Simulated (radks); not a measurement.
Q: Calculated with a radial shooting solver on a logarithmic mesh with Libxc functionals: scalar-relativistic Kohn-Sham, PBE, spin-polarised, spherical densities, point nucleus; open shells are filled with parallel spins first (spin-orbit coupling, left out, can overturn this in heavy ions). Each species is in its NIST ground configuration. Rank Zr+, Mo+, Nb+, Ru+, Pd+, Tc+, Rh+, Cd+, Ag+ by mean radius of the outermost orbital (bohr), largest first.

A: Zr+ 3.37, Tc+ 2.97, Cd+ 2.64, Nb+ 2.03, Mo+ 1.87, Ru+ 1.67, Rh+ 1.56, Pd+ 1.47, Ag+ 1.39.
